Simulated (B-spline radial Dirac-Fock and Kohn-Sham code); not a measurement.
Electron momentum distribution of Si⁵⁺: Compton profiles

System: silicon as Si⁵⁺, configuration 1s2 2s2 2p5.

Level of theory: the impulse approximation on configuration-average Dirac-Fock orbitals; a radial atomic solver. pz is in atomic units of momentum; subshell profiles are per electron, for a selection of subshells; open shells are spread over both j values by their weights.

```csv
pz,J total,J 1s1/2,J 2s1/2,J 2p3/2
1,1.212,0.0621,0.201,0.137
1.2,1.156,0.0616,0.179,0.135
1.4,1.092,0.0611,0.157,0.132
1.6,1.024,0.0604,0.134,0.127
1.8,0.9536,0.0598,0.113,0.122
2,0.8819,0.0590,0.0943,0.115
2.5,0.7087,0.0568,0.0557,0.0967
3,0.5576,0.0543,0.0307,0.0775
4,0.3416,0.0486,0.00920,0.0451
5,0.2181,0.0424,0.00479,0.0247
7,0.1058,0.0305,0.00433,0.00722
10,0.04562,0.0168,0.00267,0.00132
15,0.01358,0.00571,0.000761,0.000125
20,0.004570,0.00201,0.000226,1.90e-05
30,0.0007280,0.000330,3.10e-05,1.09e-06
40,0.0001687,7.74e-05,6.67e-06,< 1e-6
60,1.892e-05,8.74e-06,< 1e-6,< 1e-6
```

Q: What is the peak value J(0), and which subshell contributes most to it?

A: J(0) = 1.352. The 2s1/2 subshell gives the largest part, 39 %.

Mean momentum ⟨p⟩ by subshell (a.u.): 1s1/2 11.6, 2s1/2 3.42, 2p1/2 4.58, 2p3/2 4.56.

Values without a named source are computed, but for edge energies of neutral atoms, which are taken from tables.
